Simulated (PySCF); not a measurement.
CH10O2Si3, SMILES OC[Si@H](O)[SiH2][SiH3].

The structure is a stationary point at B3LYP-D3(BJ)/def2-SVP. The structure was generated by enumeration; whether it is a known compound was not checked. Other conformers were not sampled.

Calculation: M06-2X/def2-TZVP run with PySCF.

The molecule is in vacuum.

| Quantity | Result |
|---|---|
| total energy | -1063.03344 hartree |
| highest occupied level | -8.47 eV |
| lowest empty level | 0.59 eV |
| orbital gap | 9.06 eV |
| dipole moment | 0.708 e·Å |
| quadrupole, principal values (traceless, Buckingham form, about the centre of nuclear charge) | -7.72, 2.12, 5.60 D·Å |
